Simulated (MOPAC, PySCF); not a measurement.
H6GaN3, SMILES `[NH2][Ga]([NH2])[NH2]`, neutral singlet in the gas phase. 

Z-matrix (Å, degrees):
```
Ga
N 1 1.8229
H 2 1.0060 1 121.03
H 2 1.0060 3 110.71 1 150.50
N 1 1.8229 2 119.78 3 -21.03
H 5 1.0060 1 121.03 2 168.23
H 5 1.0060 6 110.71 1 150.48
N 1 1.8230 2 119.79 3 168.25
H 8 1.0060 1 121.01 2 -21.12
H 8 1.0060 9 110.69 1 150.36
```
Charge 0, spin multiplicity 1.

All levels are single points at this geometry (PBE0-D4/def2-TZVP); Pople sets use spherical d functions. Orbital energies aren't observables, and empty levels follow the basis.

B3LYP/6-311+G** (LANL2DZ on Ga) in PySCF gives HOMO (eV) = -6.61.

Question: Estimate the HOMO (eV) from each of these levels: B3LYP-D3(BJ)/def2-TZVP in PySCF; PBE0-D4/def2-TZVP in PySCF; BP86/6-31G* in PySCF; SVWN5/6-31G* in PySCF; HF/3-21G in PySCF; HF/6-31G* in PySCF; HF/STO-3G in PySCF; PM7 in MOPAC.

Answer: 
| level | HOMO (eV) |
|---|---|
| B3LYP-D3(BJ)/def2-TZVP in PySCF | -6.47 |
| PBE0-D4/def2-TZVP in PySCF | -6.72 |
| BP86/6-31G* in PySCF | -4.95 |
| SVWN5/6-31G* in PySCF | -4.96 |
| HF/3-21G in PySCF | -9.67 |
| HF/6-31G* in PySCF | -10.05 |
| HF/STO-3G in PySCF | -7.17 |
| PM7 in MOPAC | -9.15 |
